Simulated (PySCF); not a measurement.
OW (SMILES [O]=[W]), triplet, geometry from GFN2-xTB (such geometries of metal compounds can be far from the true shape) (core potentials on W). Base run: HF/def2-TZVP in PySCF.

Here is a job for PySCF.
```python
from pyscf import gto, scf

mol = gto.Mole()
mol.atom = '''
    W    -0.00000000   -0.00000000   -0.16586381
    O     0.00000000    0.00000000    1.53424026
'''
mol.basis = 'def2-tzvp'
mol.ecp = {'W': 'def2-tzvp'}
mol.spin = 2
mol.verbose = 4
mol.build()

mf = scf.UHF(mol)
mf.kernel()
```

Variants of this job, named by their change:

```csv
change,basis functions,E (Eh),HOMO (eV),dipole (D)
base,71,-141.19139,-7.47,4.78
basis = jorge-DZP-DKH; relativity = none (without mol.ecp = {'W': 'def2-tzvp'}),75,-15059.50191,-5.05,0.80
basis = x2c-TZVPall; relativity = none (without mol.ecp = {'W': 'def2-tzvp'}),112,-14886.48332,-5.88,1.79
basis = jorge-DZP-DKH; relativity = spin-free X2C; nucleus = Gaussian (with mol.nucmod = 'G'; without mol.ecp = {'W': 'def2-tzvp'}),75,-16199.11197,-7.44,2.77
basis = jorge-DZP-DKH; relativity = spin-free X2C (without mol.ecp = {'W': 'def2-tzvp'}),75,-16200.77619,-7.45,2.77
basis = x2c-SVPall; relativity = spin-free X2C; nucleus = Gaussian (with mol.nucmod = 'G'; without mol.ecp = {'W': 'def2-tzvp'}),80,-16212.32612,-7.24,2.12
basis = x2c-TZVPall; relativity = spin-free X2C; nucleus = Gaussian (with mol.nucmod = 'G'; without mol.ecp = {'W': 'def2-tzvp'}),112,-16213.20598,-7.25,1.95
basis = x2c-SVPall; relativity = spin-free X2C (without mol.ecp = {'W': 'def2-tzvp'}),80,-16214.21296,-7.24,2.12
basis = x2c-SVPall; relativity = none (without mol.ecp = {'W': 'def2-tzvp'}),80,-13719.06829,-11.03,3.54
basis = x2c-TZVPall; relativity = spin-free X2C (without mol.ecp = {'W': 'def2-tzvp'}),112,-16215.15521,-7.25,1.95
```

Total energies compare only within one method and basis.

Open shells are given as the SCF converged; they aren't shown to be the lowest states, and a large step between rows can be another state.

Basis sets contracted for a relativistic Hamiltonian are a mismatch without it, so the rows without relativity aren't non-relativistic limits. No row has spin-orbit coupling; sets with core potentials leave out the core electrons.
